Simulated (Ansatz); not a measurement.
Ideal-gas functions of ClFH$_{3}$NOSi, SMILES `N[Si](O)(F)Cl` at 800 K and 1 bar, from an Ansatz frequency run at PBE0-D4/def2-TZVP.

Molar mass 115.57 g/mol, point group C1 (symmetry number 1), electronic degeneracy 1, moments of inertia 129.351, 205.9, 216.273 u Å². Harmonic wavenumbers (cm⁻¹, unscaled): 175, 192, 241, 302, 318, 337, 383, 397, 546, 806, 827, 868, 978, 990, 1577, 3613, 3711, 3928.

Use S(trans) = R[1.5 ln M + 2.5 ln T − 1.1517]; rotational temperatures θ = 24.2544 K / I; S(rot) = R[ln(√π/σ · √(T³/θAθBθC)) + 1.5]; for each mode x = 1.438777 ν̃/T, S = R[x/(eˣ − 1) − ln(1 − e⁻ˣ)] and H = RT x/(eˣ − 1); 1 cm⁻¹ = 0.0119627 kJ/mol; R = 8.31446 J/(mol·K).

Problem. By hand: the entropy, in J/(mol·K).

Solution. Translation 188.6. Rotation: θ = 0.1875, 0.1178, 0.1121 K, giving 125.5. Vibration, mode by mode: 17.96, 17.20, 15.33, 13.49, 13.07, 12.60, 11.58, 11.29, 8.79, 5.92, 5.74, 5.41, 4.61, 4.54, 1.97, 0.09, 0.08, 0.06, in all 149.7. Electronic 0.0. Sum 463.8 J/(mol·K).

Problem. By hand: H − E and G − E in kJ/mol, counted from the electronic energy.

Solution. Zero-point energy ½ × 20189 × 0.0119627 = 120.8; thermal vibration 59.2; translation, rotation and pV give 4 RT = 26.6. H − E = 206.6 kJ/mol, and G − E = 206.6 − 800 × 463.8/1000 = -164.4 kJ/mol.

Vibration gives 32 % of the entropy. The sum counts one conformer and one mirror image; others add a mixing term.
